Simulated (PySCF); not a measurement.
# GeTe⁺ at ROHF-CCSD

Computed with ROHF-CCSD; basis Ge def2-SVP, Te def2-SVP with ECP28; scalar-relativistic core potentials; PySCF 2.14.

```json
{
 "state": "²Π (doublet), unpaired electrons π ↑",
 "bond length": "251.3 pm",
 "harmonic wavenumber": "266 cm⁻¹",
 "force constant": "1.97 mdyn/Å",
 "rotational constant Be": "0.05665 cm⁻¹",
 "anharmonicity ωexe": "0.592 cm⁻¹",
 "vibration–rotation constant αe": "0.000162 cm⁻¹",
 "well depth De to Ge⁺ + Te": "2.75 eV",
 "dissociation energy D0": "2.74 eV"
}
```

Correlated steps freeze 13 core orbitals. Correlated levels converge slowly with the basis: in double zeta they bind strong bonds too weakly, by up to about 1 eV, and carry superposition errors of some tenths. Spin–orbit coupling is left out, which matters for elements this heavy, above all for dissociation energies. For an ion De counts to the pair picked by the measured ionisation energies or electron affinities, which need not be the lowest pair at this level. The state was picked by a PBE0 search and need not be the measured ground state.
